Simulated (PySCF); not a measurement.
## Correlation energy of Sb (antimony, neutral)

[Kr] 4d10 5s1 5p4, high-spin 4P determinant (an excited configuration). Calculation: PySCF 2.14, in x2c-TZVPPall with one added diffuse shell each of s, p, d, f type (9s7p5d3f, 76 functions); the spin-free X2C one-electron Hamiltonian (Gaussian nucleus). Frozen: [Kr] 4d10; 5 electrons correlated.

```tsv
level	correlation energy (mhartree)
CCSD	-88.42
(T)	-12.91
CCSD(T)	-101.33
```

Diagnostics: T1 = 0.039, D1 = 0.0976, largest double amplitude 0.366.

Q: Is a single reference adequate?

A: Not fully. T1 exceeds 0.03, a sign that the reference determinant is poor. A double-excitation amplitude exceeds 0.15, a sign of near-degeneracy.
